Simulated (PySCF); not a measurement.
A geometry optimisation on `[Cl][Sn]([Cl])([Cl])[Cl]`.

Method: PBE0-D3(BJ)/def2-SVP geometry optimisation, gas phase, def2 core potentials past Kr (PySCF 2.14.0). Start geometry: GFN2-xTB. The input is one job of a driver script: a line of settings, then coordinates in Å.

Input:
```
{"job": {"xc": "PBE0", "basis": "def2-SVP", "d3": "d3bj", "grid": 1, "maxiter": 30, "shake": 0.03, "kind": "geom"}, "charge": 0, "multiplicity": 1}
Sn     0.059930    -0.075840     0.011360
Cl    -0.006120    -0.031490     2.311030
Cl     2.120820     0.003220    -0.808040
Cl    -1.000330     1.901680    -0.763820
Cl    -1.099450    -1.908050    -0.812650
```

Output:
```
step   0  E = -2054.09797911  max force = 0.041584
step   1  E = -2054.10241221  max force = 0.002728
step   2  E = -2054.10259409  max force = 0.001348
step   3  E = -2054.10262106  max force = 0.000576
step   4  E = -2054.10262661  max force = 0.000443
step   5  E = -2054.10262397  max force = 0.000830
step   6  E = -2054.10265534  max force = 0.000578
step   7  E = -2054.10268407  max force = 0.000247
step   8  E = -2054.10268438  max force = 0.000154
optimisation converged
```

Energies in Eh; «max force» is the largest Cartesian gradient component in Eh/bohr.

Task: Give the first gradient maximum in eV/Å.

Result: With 1 Eh/bohr = 51.422 eV/Å, 2.138 eV/Å.

In short: final energy -2054.10268 Eh after 8 steps; dipole 0.07 D.

Hardware: one thread, AMD EPYC 9R14 (x86_64), no GPU, shared host with 96 logical CPUs at a one-minute load of 22. Cost: 30 s, 0.41 GiB resident at most.
Labels such as C1 count atoms from 1, the log's own numbers from 0.
